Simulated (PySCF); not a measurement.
**Spinor energies of Co²³⁺ (cobalt, charge +23)**

Start: [He] 2s2. Calculated with PySCF 2.14 in an even-tempered Gaussian basis (17 s from 1.5 bohr⁻², ratio 2.6; 12 p from 2 bohr⁻², ratio 2.6; 7 d from 2 bohr⁻², ratio 2.8; 4 f from 42 bohr⁻², ratio 2.8): generalised Hartree-Fock with the X2C-1e Hamiltonian and a Gaussian nucleus; spin-orbit coupling (SO) screened by Boettger's factors.

```tsv
spinor shell	electrons	ε, screened SO (eV)	weight of nominal j (screened SO)	rms radius, screened SO (bohr)
1s1/2	2	-9271.0	1.000	0.0642
2s1/2	2	-2113.4	1.000	0.252
```

```json
{"quantity": "E (hartree)", "screened SO": "-878.29149"}
{"quantity": "M_J", "screened SO": "0"}
{"quantity": "⟨J²⟩", "screened SO": "0.000"}
{"quantity": "⟨L²⟩", "screened SO": "0.000"}
{"quantity": "⟨S²⟩", "screened SO": "0.000"}
```
